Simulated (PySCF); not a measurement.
Electron correlation in Tc (technetium, neutral)

[Kr] 4d5 5s2, high-spin 6S determinant. Calculation: PySCF 2.14, in def2-TZVPPD with the def2 core potential (28 electrons) (6s4p3d2f1g, 56 functions); a scalar-relativistic core potential. Frozen: 4s2 4p6; 7 electrons correlated.

MP2 pair energies summed by pair of shells (mhartree):

```tsv
pair	energy	share (%)
4d-4d	-58.54	49.0
4d-5s	-42.51	35.6
5s-5s	-18.50	15.5
```

Total MP2 correlation energy: -119.56 mhartree.

Same-spin part -77.24 and opposite-spin part -42.33 mhartree; SCS-MP2 scales them by 1/3 and 6/5 to -76.54 mhartree.
